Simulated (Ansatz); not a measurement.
`[CH3][Zn-]1[O]C(C(F)(F)F)=CC(C(F)(F)F)=[O+]1` and `[CH3][Mg-]1[O]C(C(F)(F)F)=CC(C(F)(F)F)=[O+]1` differ in one atom or group.

Ansatz, PBE0-D4/def2-TZVP geometries, multiplicity 1. 

Scalar relativity is left out up to krypton.

| property | `[CH3][Zn-]1[O]C(C(F)(F)F)=CC(C(F)(F)F)=[O+]1` |
| --- | --- |
| HOMO–LUMO gap (PBE0/def2-TZVPP) / eV | 5.28 |
| HOMO–LUMO gap (PBE/def2-TZVPP) / eV | 3.33 |
| HOMO energy (B3LYP/def2-TZVPP) / eV | -8.00 |
| HOMO–LUMO gap (B3LYP/def2-TZVPP) / eV | 4.87 |
| HOMO energy (PBE/def2-TZVPP) / eV | -7.04 |
| HOMO energy (PBE0/def2-TZVPP) / eV | -8.19 |

Task: Give the same properties after the change, and the shifts. (Estimate.)

Result: Ansatz gave: 
```csv
property,`[CH3][Mg-]1[O]C(C(F)(F)F)=CC(C(F)(F)F)=[O+]1`,shift
HOMO–LUMO gap (PBE0/def2-TZVPP) / eV,4.04,-1.24
HOMO–LUMO gap (PBE/def2-TZVPP) / eV,2.08,-1.25
HOMO energy (B3LYP/def2-TZVPP) / eV,-6.90,1.10
HOMO–LUMO gap (B3LYP/def2-TZVPP) / eV,3.62,-1.25
HOMO energy (PBE/def2-TZVPP) / eV,-5.93,1.11
HOMO energy (PBE0/def2-TZVPP) / eV,-7.11,1.08
```

With PBE0 the HOMO rises by 1.08 eV and the LUMO falls by 0.15 eV, so the gap narrows by about 1.23 eV. PBE moves the HOMO by 1.11 eV and ωB97M-V by 0.91 eV.

B3LYP here is the variant with VWN-RPA as its local correlation; programs differ in this.
